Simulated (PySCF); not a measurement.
Species: sum formula SiAsH4, net charge 0, doublet state. It need not be the lowest isomer of its formula. 
Coordinates optimised at B3LYP-D3(BJ)/def2-TZVP (Ansatz):
SMILES: [SiH2][AsH2]
```xyz
6

Si    -1.5362     0.2922    -0.4070
As     0.7188    -0.1301     0.2069
H     -1.7894     1.7563    -0.2977
H     -2.4281    -0.4012     0.5642
H      1.2961     0.4154    -1.0938
H      0.7093    -1.5668    -0.3019
```
Charge 0, spin multiplicity 2.

Dispersion corrections to the total energy (kcal/mol) from the dftd3 and dftd4 libraries through PySCF: D3(BJ) without and D4 with the three-body term, each with the damping fitted for the functional named.

```csv
functional,D3(BJ),D4
CAM-B3LYP,-2.50,?
HSE06,-2.09,-2.14
BP86,?,-3.70
TPSS,-3.62,-3.63
LC-wPBE,?,-3.07
revPBE,-6.69,-7.50
r2SCAN,-0.73,-0.58
```

Q: Some entries are withheld; supply them.

A: 
- CAM-B3LYP, D4: -2.34
- BP86, D3(BJ): -5.12
- LC-wPBE, D3(BJ): -2.91
